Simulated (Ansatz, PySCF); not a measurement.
Reaction (SMILES): CCCCCCO → CCCCCC[O] + H atom (the H-O bond at the site shown breaks; other sites are not compared here)
Each molecule is optimised on its own at B3LYP-D3(BJ)/def2-TZVP (Ansatz, a quantum-chemistry and plane-wave program), one conformer each, not searched for the lowest. Frequencies are from Ansatz or PySCF.
Geometry of the first species:
SMILES: C(C)CCCCO
```xyz
21

C      3.8070    -0.0284     0.1089
C      2.4584    -0.7376     0.0279
C      1.2737     0.2249     0.0534
C     -0.0804    -0.4745    -0.0274
C     -1.2626     0.4911     0.0037
C     -2.6062    -0.2167    -0.0872
O     -3.7154     0.6725     0.0000
H      3.9393     0.6608    -0.7287
H      3.8899     0.5535     1.0301
H      4.6351    -0.7391     0.0888
H      2.4142    -1.3380    -0.8867
H      2.3652    -1.4440     0.8592
H      1.3659     0.9328    -0.7781
H      1.3163     0.8260     0.9685
H     -0.1703    -1.1826     0.8037
H     -0.1221    -1.0745    -0.9433
H     -1.2404     1.0833     0.9231
H     -1.1743     1.2004    -0.8285
H     -2.7241    -0.9088     0.7487
H     -2.6565    -0.8093    -1.0105
H     -3.6542     1.3069    -0.7222
```

Wanted: bond dissociation energy (enthalpy at 298 K, with B3LYP-D3(BJ) rigid-rotor harmonic-oscillator terms), in kJ/mol. Valence correlation only, unless marked. UHF or UKS for open shells. No spin-orbit coupling. Non-relativistic. CBS(X,Y): correlation extrapolated as X^-3; Hartree-Fock from the larger set. The bracket is a focal-point correction in the basis named.

RI-MP2/CBS(cc-pVTZ,cc-pVQZ)+[CCSD(T)-MP2]/cc-pVTZ (Ansatz) gives 443.2 kJ/mol.

Problem. Another calculation gave 408.3 kJ/mol. Which level was it?
(A) SVWN5/def2-TZVPD (Ansatz)
(B) PBE0/def2-TZVPD (Ansatz)
(C) PBE-QIDH/def2-TZVPD (Ansatz)
(D) revPBE/def2-TZVPD (Ansatz)

Solution. B, PBE0/def2-TZVPD (Ansatz). The others give 420.2 (PBE-QIDH), 396.8 (revPBE), 466.6 (SVWN5) kJ/mol.
